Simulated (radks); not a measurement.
Results of a calculation; reference values are marked as such.
Effect of the nuclear size on the aluminium ion Al2+, [Ne] 3s1. Code: a radial shooting solver on a logarithmic mesh with Libxc functionals. Model: Dirac Kohn-Sham, exchange-only LDA, spin-unpolarised, spherical densities, finite nucleus; Fermi nuclear charge, rms radius 3.061 fm. The rms radius is varied about that value; shifts are against it.

rms radius (fm)  total energy shift (eV)  density at nucleus (e/bohr^3)  1s1/2 shift (meV)
2.5223                          -0.00118                           1489             -0.493
2.7671                         -0.000672                           1487             -0.281
3.061                                  0                           1486              0.000
3.3426                          0.000707                           1484              0.295
3.3916                          0.000836                           1484              0.349

Slopes of the eigenvalues against <r^2> in GHz/fm^2, as finite differences over the two radii next to the reference (eigenvalue slopes, not the field-shift constants of lines): 1s1/2 39.6.
